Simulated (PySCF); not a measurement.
## EPR parameters of [C6H5ClO]-

C₆H₅ClO (charge -1 and doublet state).
Z-matrix (Å and degrees, GFN2-xTB geometry), rows numbered from 1:
```
O 
C   1  1.3969
C   2  1.3819  1  119.94
C   3  1.4518  2  119.32  1  -179.99
C   4  1.3767  3  119.11  2     0.07
C   5  1.3815  4  122.43  3    -0.09
C   2  1.3792  1  119.37  3   179.92
Cl  7  1.7453  2  120.49  1     0.25
H   1  0.9631  2  106.15  3     0.07
H   3  1.0854  2  120.33  1    -0.09
H   4  1.0828  3  119.17  2  -179.93
H   5  1.0889  4  119.16  3   179.90
H   6  1.0789  5  122.81  4   179.88
```

The hyperfine couplings belong to this conformer and change with its torsions.

The species is `O[C-]1[CH]C=CC=C1Cl` [radical] (charge -1).

Computed with UKS B3LYP, pcH-1 on C Cl H O, non-relativistic, mean-field spin-orbit, GIAO (PySCF). GFN2-xTB frequencies show an imaginary mode (85i cm⁻¹), so this geometry is no minimum at that level. Whether the extra electron is bound in the gas phase wasn't checked; a finite basis holds it in any case. Couplings are sensitive to structure, and on GFN2-xTB geometries they can be far from those on DFT ones, by a factor of two or more for some ions and for spin on atoms past the first row. No stability test was run, so a lower SCF solution isn't excluded.

```
g1, g2, g3                      : 2.00191, 2.00323, 2.00362
g_iso                           : 2.00292
Form of g                       : rhombic: the two nearest values differ by 23 % of g3 − g1
⟨S²⟩                            : 0.7605 (exact 0.7500)
HOMO–LUMO gap, α and β orbitals : 1.92, 5.62 eV
Basis functions                 : 260
```

Isotropic coupling and dipolar principal values T1 to T3, in MHz:

| atom | isotope | a_iso | of which spin–orbit | T1 | T2 | T3 | Mulliken spin population |
| --- | --- | --- | --- | --- | --- | --- | --- |
| O1 | 17O | 1.9 | 0.0 | -2.1 | -1.2 | 3.3 | 0.00 |
| C2 | 13C | -28.5 | 0.0 | -11.3 | 4.7 | 6.6 | -0.09 |
| C3 | 13C | 21.0 | -0.1 | -28.4 | -27.2 | 55.6 | 0.33 |
| C4 | 13C | 17.9 | 0.0 | -25.4 | -24.3 | 49.7 | 0.30 |
| C5 | 13C | -26.4 | 0.0 | -12.6 | 4.9 | 7.8 | -0.12 |
| C6 | 13C | 23.9 | 0.0 | -30.6 | -29.2 | 59.8 | 0.38 |
| C7 | 13C | 22.2 | 0.2 | -27.6 | -26.3 | 53.9 | 0.25 |
| Cl8 | 35Cl | -0.8 | -0.1 | -5.7 | -1.8 | 7.5 | 0.00 |
| H9 | 1H | -0.4 | 0.0 | -2.4 | -1.6 | 4.0 | 0.00 |
| H10 | 1H | -23.0 | 0.0 | -14.8 | 0.8 | 14.0 | -0.02 |
| H11 | 1H | -21.0 | 0.0 | -13.0 | 0.1 | 13.0 | -0.02 |
| H12 | 1H | 3.9 | 0.0 | -3.5 | 0.8 | 2.6 | 0.00 |
| H13 | 1H | -25.9 | 0.0 | -15.8 | 1.0 | 14.8 | -0.02 |

The largest Mulliken spin populations are on C6 (+0.38), C3 (+0.33), C4 (+0.30) and C7 (+0.25). Four atoms exceed +0.15.

C3, the radical centre as drawn in `O[C-]1[CH]C=CC=C1Cl`, holds a spin population of +0.33 out of 1.

Axes: g1 is normal to the molecular plane and g2 points within 8° of the C3–C4 bond.

Under fast tumbling the dipolar parts average out, and these isotropic splittings remain: 1 × 1H (H13, I = 1/2, 2 lines) with 0.92 mT, 1 × 1H (H10, I = 1/2, 2 lines) with 0.82 mT, 1 × 1H (H11, I = 1/2, 2 lines) with 0.75 mT and 1 × 1H (H12, I = 1/2, 2 lines) with 0.14 mT.

The 13C coupling of C2 (-28.5 MHz) shows only in satellite lines or after enrichment, since that isotope makes up about 1.07 % of natural carbon.
